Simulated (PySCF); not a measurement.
How methods differ on the excitation energy of Ar⁺

Ar⁺ [Ne] 3s2 3p5 (2P) → Ar⁺ [Ne] 3s2 3p4 4s1 (4P), as a difference of total energies. Calculation: PySCF 2.14, in aug-cc-pwCVTZ (8s7p5d3f, 75 functions); no relativity, point nucleus. Correlated levels: valence and next inner shell: 1s2 frozen. The calculations carry no spin-orbit coupling.

```csv
method,excitation energy (eV)
UHF,15.996
MP2 (valence and next inner shell),16.578
SCS-MP2 (valence and next inner shell),16.700
CCSD (valence and next inner shell),16.543
CCSD(T) (valence and next inner shell),16.546
```

Task: How much does correlation contribute at CCSD(T) (valence and next inner shell)?

Result: 16.546 − (15.996) = 0.550 eV, measured against UHF.

Errors of the correlated levels include the incompleteness of this basis and the frozen core.

For comparison: 16.648 eV (measured; NIST levels, between the centres of gravity of the two terms).
